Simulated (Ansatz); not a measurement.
NaAlF₄. The state is a quintet with charge 0. Geometry r2SCAN-D4/def2-SVP; atoms count from 1.

```xyz
6

Na    1.059    0.586    3.006
Al    0.630   -0.051   -1.157
F    -0.352   -1.547   -0.663
F     0.168    0.803    0.435
F    -1.205   -0.508    0.690
F    -0.299    0.717   -2.311
```

In the quintet geometry the species has come apart into loosely held pieces. In the quintet, F3 and F5 lie 1.91 Å apart, F4 and F5 lie 1.92 Å apart (atoms count from 1), so these atoms are partly bonded to each other. At PBE0-D4/def2-TZVP a singlet of charge 0 lies 13.66 eV below the quintet, each at its own geometry. The structure comes from a short search, and lower isomers may exist.

Problem. Estimate the Mulliken populations from the PBE0/def2-TZVP orbitals of Ansatz.

Solution. 
```csv
atom,charge (e),spin (α − β)
Na1,-0.02,0.99
Al2,0.61,0.94
F3,-0.13,0.54
F4,-0.18,0.48
F5,0.05,1.02
F6,-0.33,0.03
```
Mulliken values depend strongly on the basis.

Problem. Where does the spin sit?

Solution. Summed by element: Na 0.99, Al 0.94, F 2.07, of 4 unpaired in all. Largest on single atoms: F5 1.02, Na1 0.99, Al2 0.94.

Problem. And the Mayer bond orders between heavy atoms (over 0.3)?

Solution. Al2–F3 0.57 (1.86 Å); Al2–F4 0.55 (1.86 Å); Al2–F6 1.11 (1.67 Å); F3–F5 0.46 (1.91 Å); F4–F5 0.45 (1.92 Å).
